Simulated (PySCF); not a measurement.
Species: Mo(OSiH3)4 (triplet state).
Bonds: Mo1–O2, Mo1–O7, Mo1–O12, Mo1–O17, O2–Si3, O7–Si8, O12–Si13, O17–Si18. Hydrogens: H4, H5, H6 on Si3; H9, H10, H11 on Si8; H14, H15, H16 on Si13; H19, H20, H21 on Si18.

Method: PySCF, PBE0-D3(BJ)/def2-SVP geometry optimisation, gas phase, def2 core potentials past Kr; unrestricted, density fitting, grid level 1; the optimiser is geomeTRIC in internal coordinates, started from a GFN2-xTB structure with every atom displaced at random (about 0.03 Å).

The end geometry, which sets the zero of energy:
```
atom  x, y, z in Å
Mo1     0.9407    0.2612    0.1759
O2      1.4607   -0.5321    1.7940
Si3     1.0429   -1.7046    2.9153
H4     -0.2751   -2.3140    2.5681
H5      0.9631   -1.0649    4.2604
H6      2.0990   -2.7575    2.9240
O7      1.9286   -0.2070   -1.3517
Si8     1.8043   -1.0662   -2.7842
H9      0.7054   -2.0734   -2.7024
H10     3.1035   -1.7575   -3.0235
H11     1.5305   -0.1176   -3.9034
O12     0.3560    2.0460    0.2711
Si13   -0.8615    3.1812    0.4019
H14    -1.4319    3.1488    1.7813
H15    -1.9458    2.9014   -0.5869
H16    -0.2742    4.5250    0.1343
O17    -0.6814   -0.6759   -0.2091
Si18   -2.2872   -0.4836   -0.5662
H19    -2.9734    0.3407    0.4797
H20    -2.9242   -1.8315   -0.6212
H21    -2.4668    0.1974   -1.8871
```

**Question.** These geometries come from the run, each turned onto the end geometry. Order them by energy, lowest first.
A.
```
atom  x, y, z in Å
Mo1     0.7446   -0.2643    0.1007
O2      0.6287   -0.6766    1.9690
Si3     0.3594   -1.0337    3.5593
H4     -0.8997   -1.8249    3.7234
H5      0.2428    0.2345    4.3437
H6      1.4992   -1.8284    4.1116
O7      1.4923   -0.3752   -1.6630
Si8     1.2184   -0.1169   -3.2799
H9      0.0279   -0.8938   -3.7500
H10     2.4179   -0.5340   -4.0650
H11     0.9597    1.3373   -3.5279
O12     0.8882    1.5615    0.2731
Si13    0.3249    3.1253    0.4868
H14    -0.1427    3.2859    1.8931
H15    -0.8056    3.3742   -0.4541
H16     1.4537    4.0548    0.2074
O17    -0.6118   -1.4717   -0.3117
Si18   -2.1563   -1.8891   -0.7828
H19    -3.1275   -1.5284    0.2924
H20    -2.1798   -3.3595   -1.0209
H21    -2.5211   -1.1610   -2.0346
```
B.
```
atom  x, y, z in Å
Mo1    -0.2987    0.2093   -0.0359
O2     -0.2378   -0.2055    1.8425
Si3    -0.0918   -0.8342    3.3567
H4     -1.2145   -1.7908    3.6370
H5     -0.1684    0.2518    4.3814
H6      1.2072   -1.5631    3.5008
O7     -0.2550    0.5528   -1.9421
Si8     0.8050    0.3455   -3.2025
H9      0.1809   -0.5179   -4.2486
H10     2.0723   -0.3041   -2.7278
H11     1.1752    1.6581   -3.8139
O12     0.5044    1.8426    0.2959
Si13    1.2124    3.3482    0.5199
H14     1.3137    3.6242    1.9804
H15     0.3463    4.3801   -0.1203
H16     2.5483    3.3326   -0.1395
O17    -1.1129   -1.4445   -0.3609
Si18   -1.8787   -2.8981   -0.6502
H19    -2.8138   -3.1939    0.4726
H20    -0.8396   -3.9619   -0.7454
H21    -2.6412   -2.8153   -1.9298
```
C.
```
atom  x, y, z in Å
Mo1     0.8491    0.3661    0.2275
O2      1.2871   -0.4210    1.8815
Si3     0.9486   -1.7230    2.8755
H4     -0.2308   -2.4910    2.3772
H5      0.6587   -1.2076    4.2460
H6      2.1462   -2.6131    2.9334
O7      1.8158   -0.1145   -1.3066
Si8     1.6592   -0.9693   -2.7388
H9      0.4915   -1.8994   -2.6884
H10     2.9094   -1.7483   -2.9752
H11     1.4606    0.0054   -3.8528
O12     0.4522    2.1929    0.2581
Si13   -0.6316    3.4660    0.3300
H14    -1.2839    3.5023    1.6722
H15    -1.6779    3.3082   -0.7236
H16     0.1436    4.7193    0.1137
O17    -0.6483   -0.7557   -0.1567
Si18   -2.2600   -0.8707   -0.5165
H19    -3.0917   -0.3432    0.6116
H20    -2.5954   -2.3052   -0.7512
H21    -2.5890   -0.0820   -1.7463
```
D.
```
atom  x, y, z in Å
Mo1     0.9307    0.2382    0.1487
O2      1.4579   -0.4930    1.7939
Si3     1.0537   -1.6872    2.8982
H4     -0.1578   -2.4280    2.4351
H5      0.7805   -1.0473    4.2174
H6      2.2003   -2.6322    3.0233
O7      1.9644   -0.2374   -1.3503
Si8     1.8260   -1.0859   -2.7884
H9      0.6753   -2.0351   -2.7267
H10     3.0929   -1.8422   -3.0030
H11     1.6234   -0.1265   -3.9138
O12     0.3375    2.0202    0.2495
Si13   -0.8440    3.1912    0.3551
H14    -1.5015    3.1177    1.6943
H15    -1.8789    2.9842   -0.7025
H16    -0.2025    4.5260    0.1843
O17    -0.7048   -0.6707   -0.2349
Si18   -2.3304   -0.4847   -0.4918
H19    -2.9944    0.1171    0.7085
H20    -2.9260   -1.8242   -0.7669
H21    -2.5890    0.4159   -1.6595
```
E.
```
atom  x, y, z in Å
Mo1     0.8611    0.3065    0.0982
O2      1.0431   -0.3898    1.8260
Si3     0.6965   -1.4136    3.0934
H4     -0.4714   -2.2977    2.7804
H5      0.3993   -0.5864    4.3001
H6      1.8972   -2.2673    3.3510
O7      1.7326   -0.2441   -1.4964
Si8     1.5330   -0.9019   -3.0165
H9      0.3608   -1.8361   -3.0800
H10     2.8026   -1.6048   -3.4128
H11     1.2899    0.2214   -3.9786
O12     0.6121    2.1221    0.3729
Si13   -0.3780    3.4707    0.5887
H14    -0.9217    3.4430    1.9760
H15    -1.5026    3.4260   -0.3924
H16     0.4808    4.6731    0.4030
O17    -0.5481   -0.9543   -0.3002
Si18   -2.1354   -1.2260   -0.6680
H19    -3.0402   -0.8585    0.4705
H20    -2.3341   -2.6706   -1.0003
H21    -2.5644   -0.3955   -1.8443
```

**Answer.** D (0.012 eV), C (0.040 eV), E (0.198 eV), A (0.447 eV), B (0.766 eV).

In the order of the answer:

```
step  E above end (eV)  largest force (eV/Å)  rms force component (eV/Å)  rms distance from end (Å)  rms bond change (Å)  bond most changed (Å)
  35             0.012                  0.12                       0.028                      0.145                0.001          Mo1–O7 +0.003
  31             0.040                  0.14                       0.035                      0.339                0.003         Mo1–O12 -0.011
  27             0.198                  0.91                       0.164                      0.625                0.011         Mo1–O12 -0.028
  23             0.447                  0.11                       0.026                      1.365                0.021         Mo1–O17 -0.050
   6             0.766                  0.53                       0.101                      2.202                0.022          Mo1–O7 +0.059
```

What follows is the cost of the whole optimisation. The run took 61 min wall on an Arm Neoverse V1 with one thread, on a shared host, and the process peaked at 1.6 GiB of memory.
